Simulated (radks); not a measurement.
Values are calculated unless marked as measured or tabulated.
Q: These are the eigenvalues of the occupied orbitals of an atom or ion with whole-number occupations (eV). Level of theory: scalar-relativistic Kohn-Sham, SCAN, spin-polarised, spherical densities, finite nucleus; meta-GGA in the generalised Kohn-Sham scheme; Fermi nuclear charge, rms radius of each element as measured or else 0.836 A^(1/3) + 0.57 fm (a radial shooting solver on a logarithmic mesh with Libxc functionals).

| orbital | eigenvalue |
|---|---|
| 1s | -21020.35 |
| 2s | -3105.855 |
| 2p | -2787.857 |
| 3s | -634.1009 |
| 3p | -528.6408 |
| 3d | -359.1139 |
| 4s | -174.1995 |
| 4p | -143.2461 |

Which element is it, and in what charge state? The configuration may be excited. Open shells, if any, are filled with parallel spins first.

A: Z = 43, technetium, charge +7: Tc7+ in [Kr]. The list shows which subshells hold electrons but not how many an open one holds; the 1s level, -772.48 hartree, gives Z - s = 39.3 by -(Z - s)^2/2, which with screening and relativity narrows Z to a few neighbours, and the depths of the outer levels then fix element, charge and occupations together.
